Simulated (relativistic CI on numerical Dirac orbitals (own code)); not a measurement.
## How well does a small relativistic CI reproduce Rb II?

Calculated at this level of theory: Dirac-Coulomb-Breit CI, KLI orbitals optimised for each configuration, a model potential for QED, valence Slater integrals scaled by 0.85, P86 correlation energy added to each configuration (own radial code, finite nucleus).

Configuration list (outside the closed core [Ar] 3d10): 4s²4p⁶, 4s²4p⁵5s, 4s²4p⁵4d, 4s²4p⁵5p, 4s²4p⁵6s, 4s²4p⁵5d, 4s²4p⁵6p, 4s4p⁶4d, 4s²4p⁵4f, 4s²4p⁵7s, 4s²4p⁵6d, 4s²4p⁵7p, 4s²4p⁵5f, 4s²4p⁵5g, 4s²4p⁵7d. Double excitations out of closed p, d and f shells are left out; levels of such configurations are missing from the list, as are those of other unlisted configurations, and high levels can miss mixing partners.

```csv
Configuration,Term (tabulated),J,Measured (cm⁻¹),Computed,Error,Purity (%)
4s²4p⁶,1S,0,0.0,0,0,100
4s²4p⁵5s,2[3/2]°,2,133341.6,135199,1857,94
4s²4p⁵5s,2[3/2]°,1,134869.8,136787,1917,53
4s²4p⁵5s,2[1/2]° †,0,138794.4,145118,6324,61
4s²4p⁵5s,2[1/2]° †,1,140610.0,145506,4896,42
4s²4p⁵4d,3P° †,0,143022.3,140123,-2899,61
4s²4p⁵4d,3P° †,2,143955.9,145347,1391,85
4s²4p⁵5p,2[1/2],1,154274.0,155282,1008,86
4s²4p⁵5p,2[5/2] †,2,156737.0,157536,799,56
4s²4p⁵5p,2[5/2] †,3,156895.5,157576,681,100
4s²4p⁵5p,2[3/2],1,158151.7,158880,729,49
4s²4p⁵5p,2[3/2],2,158711.9,159319,608,71
4s²4p⁵5p,2[1/2],0,161200.2,161851,651,66
4s²4p⁵5p,2[3/2],1,163924.5,164808,884,70
4s²4p⁵5p,2[3/2],2,164968.0,165709,741,41
4s²4p⁵5p,2[1/2],1,165089.6,165821,732,63
4s²4p⁵5p,2[1/2],0,167632.4,168483,850,62
4s²4p⁵4d,1P°,1,169658.5,170462,803,62
4s²4p⁵6s,2[3/2]°,2,179735.1,180115,380,99
```

Measured levels from NIST Handbook of Basic Atomic Spectroscopic Data (Sansonetti and Martin, J. Phys. Chem. Ref. Data 34, 1559 (2005)); pairs were made by configuration, J and term (by order where the table uses no LS term), so strongly mixed levels may be paired wrongly.

Mean error by configuration (cm⁻¹): 4s²4p⁵5s 1887; 4s²4p⁵5p 775; 4s²4p⁵4d 803; 4s²4p⁵6s 380. Over the excited levels the mean absolute error is 930 cm⁻¹ (18 of the 20 excited levels that our extract of the source holds in range could be paired, and the others can miss by more), and the median relative error of those above 1,000 cm⁻¹ is 0.47 %. † marks terms whose computed intervals miss the measured ones by more than a factor of 2.5, or configurations far off the rest, from wrong mixing, a near crossing or a doubtful label or measurement; they are left out of the means.
